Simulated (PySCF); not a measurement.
Compound: C9H9ClS.
SMILES with atom numbers: `[CH3:1][S:2][c:3]1[cH:4][cH:5][c:6](/[CH:7]=[CH:8]/[Cl:9])[cH:10][cH:11]1` (hydrogens: H12, H13, H14 on C1; H15 on C4; H16 on C5; H17 on C7; H18 on C8; H19 on C10; H20 on C11)

Theory: PySCF 2.14.0, PBE0-D3(BJ)/def2-SVP geometry optimisation, gas phase.

Problem. What internal coordinates does the optimisation give?

Solution. 
```
                  bond  length (Å)     order
                 C1–S2       1.797    single
                 S2–C3       1.758    single
         C3–C4, C3–C11       1.402  aromatic
        C4–C5, C10–C11       1.388  aromatic
         C5–C6, C6–C10       1.404  aromatic
                 C6–C7       1.461    single
                 C7=C8       1.339    double
                C8–Cl9       1.723    single
C1–H12, C1–H13, C1–H14       1.100    single
       C4–H15, C11–H20       1.092    single
       C5–H16, C10–H19       1.093    single
                C7–H17       1.095    single
                C8–H18       1.092    single
```

Bonds in one row agree within 0.01 Å and their mean is given. Orders are formal, as drawn. A selection of angles:
```
     angle  degrees
 S2–C1–H12    111.7
 S2–C1–H13    105.6
H12–C1–H13    108.7
  C1–S2–C3    103.2
  S2–C3–C4    125.0
 S2–C3–C11    116.5
 C4–C3–C11    118.5
  C3–C4–C5    120.2
 C3–C4–H15    120.9
 C5–C4–H15    118.9
  C4–C5–C6    121.9
 C4–C5–H16    119.0
 C6–C5–H16    119.1
  C5–C6–C7    119.1
 C5–C6–C10    117.3
 C7–C6–C10    123.7
  C6–C7–C8    126.3
 C6–C7–H17    116.1
 C8–C7–H17    117.6
 C7–C8–Cl9    122.8
 C7–C8–H18    124.1
Cl9–C8–H18    113.1
C3–C11–C10    120.8
C3–C11–H20    119.5
```

Dihedral angles: C1–S2–C3–C4 -2° (synperiplanar); C5–C6–C7–C8 -179° (antiperiplanar); C6–C7–C8–Cl9 180° (antiperiplanar).

S2 (sulfide sulfur) is bent (angle 103.2°). Of the pairs four or more bonds apart, C1···H15 is among the closest relative to their van der Waals radii: 2.56 Å, 88 % of the sum of Bondi's values. The C–S distances run from 1.758 Å (S2–C3, drawn single) to 1.797 Å (C1–S2, drawn single), a spread of 0.039 Å. The 11 heavy atoms lie in one plane (0.009 Å rms). The 6-membered ring C3–C4–C5–C6–C10–C11 has internal angles of 117.3° to 121.9° (sum 720°, against 720° for a flat polygon); it is planar, 0.00 Å rms from its mean plane, widest ring torsion 0°. The 8 C–C bonds span 1.339 Å (C7=C8, drawn double) to 1.461 Å (C6–C7, drawn single), a spread of 0.122 Å.

Not checked by PBE0-D3(BJ)/def2-SVP frequencies. One conformer, not necessarily the lowest.
